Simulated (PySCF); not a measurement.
Species: C₆H₂F₄.
Numbering: `[F:1][c:2]1[cH:3][cH:4][c:5]([F:6])[c:7]([F:8])[c:9]1[F:10]` (hydrogens: H11 on C3; H12 on C4)

Method: PySCF 2.14.0, PBE0-D3(BJ)/def2-TZVP geometry optimisation, gas phase; density fitting, grid level 2; the optimiser is geomeTRIC in internal coordinates, started from a GFN2-xTB structure with every atom displaced at random (about 0.01 Å).

Step 0: E = -17110.5418 eV
```
atom  x, y, z in Å  |  force x, y, z in eV/Å
F1     -0.0913    2.6832   -0.0313    0.193   1.285  -0.035
C2     -0.0711    1.3793   -0.0211   -0.242  -1.139   0.125
C3     -1.2685    0.6852    0.0244    1.428  -1.525   0.043
C4     -1.2051   -0.7330    0.0454   -1.730   1.953  -0.009
C5     -0.0244   -1.3796    0.0045    1.444  -0.436   0.056
F6      0.0043   -2.7081    0.0279    0.137  -0.174  -0.036
C7      1.1893   -0.6835   -0.0365    0.302   0.552   0.008
F8      2.3651   -1.3306   -0.0744   -0.853   0.409   0.035
C9      1.1638    0.7215   -0.0344   -0.154  -0.928  -0.211
F10     2.3010    1.4027   -0.0917   -0.236  -0.067   0.064
H11    -2.1910    1.2199    0.0681   -0.456   0.205  -0.020
H12    -2.1366   -1.2860    0.0968    0.166  -0.136  -0.020
```

Step 1: E = -17110.2027 eV
```
atom  x, y, z in Å  |  force x, y, z in eV/Å
F1     -0.2231    2.6952   -0.0107    1.020  -0.126  -0.051
C2     -0.0127    1.3680   -0.0149   -1.227   0.569   0.047
C3     -1.1907    0.6405    0.0295   -1.054   0.488   0.027
C4     -1.2765   -0.7277    0.0421    0.983  -0.512   0.026
C5     -0.0374   -1.3170    0.0166    0.087  -0.558  -0.009
F6      0.1428   -2.6352    0.0322   -0.617  -0.276   0.013
C7      1.1612   -0.6161   -0.0329   -0.208  -1.230  -0.011
F8      2.1845   -1.4545   -0.0645    1.175   0.830  -0.037
C9      1.2396    0.7605   -0.0549   -0.705  -0.073   0.029
F10     2.3874    1.4005   -0.1088   -0.006   0.142   0.010
H11    -2.1406    1.1634    0.0627    0.290   0.459  -0.025
H12    -2.1990   -1.3068    0.0811    0.261   0.289  -0.019
```

Step 2: E = -17110.5205 eV
```
atom  x, y, z in Å  |  force x, y, z in eV/Å
F1     -0.1505    2.7119   -0.0139    0.596  -0.364  -0.037
C2     -0.0369    1.3748   -0.0142   -0.720   0.286   0.035
C3     -1.2182    0.6567    0.0302   -0.681   0.285   0.019
C4     -1.2611   -0.7213    0.0420    0.710  -0.217   0.030
C5     -0.0340   -1.3400    0.0167    0.473  -0.545  -0.027
F6      0.0953   -2.6654    0.0336   -0.361  -0.163   0.004
C7      1.1744   -0.6505   -0.0330   -0.312  -0.472  -0.017
F8      2.2785   -1.3839   -0.0686    0.171   0.442   0.010
C9      1.1969    0.7310   -0.0528   -0.410   0.039   0.015
F10     2.3398    1.3808   -0.1065    0.144   0.217   0.004
H11    -2.1688    1.1777    0.0631    0.227   0.312  -0.022
H12    -2.1796   -1.3008    0.0809    0.165   0.180  -0.014
```

**Question.** Estimate the geometry and energy of step 3. (The exact step hangs on the optimiser's Hessian estimate; all steps are aligned on step 2, rigid shifts and turns removed.)

**Answer.** E = -17110.6150 eV, largest force 0.623 eV/Å
```
atom  x, y, z in Å  |  force x, y, z in eV/Å
F1     -0.0454    2.7117   -0.0276   -0.138  -0.069   0.005
C2     -0.0755    1.3800   -0.0128    0.120   0.151  -0.017
C3     -1.2622    0.6807    0.0343    0.320  -0.202   0.001
C4     -1.2078   -0.7102    0.0475   -0.576  -0.236   0.021
C5     -0.0123   -1.3877    0.0135    0.016   0.244  -0.005
F6      0.0748   -2.7193    0.0233   -0.287   0.310   0.010
C7      1.1664   -0.6695   -0.0342    0.119  -0.179  -0.009
F8      2.2981   -1.3484   -0.0663    0.406   0.236  -0.015
C9      1.1430    0.7162   -0.0494    0.070  -0.225   0.006
F10     2.2777    1.3934   -0.0978    0.048   0.042   0.004
H11    -2.2036    1.2146    0.0616    0.037  -0.044  -0.002
H12    -2.1177   -1.2906    0.0854   -0.135  -0.029   0.002
```

The energy changes by -0.0945 eV. The first-order estimate −F·Δx gives -0.2792 eV and the mean of the old and new forces, exact on a quadratic surface, -0.0954 eV. The step makes an angle of 45° with the force vector and moves no atom by more than 0.106 Å.

What follows is the cost of the whole optimisation. On AMD EPYC, 2 threads, no GPU, shared host, this took 8.4 min wall, 19 min CPU and 2.3 GiB of memory at its peak.
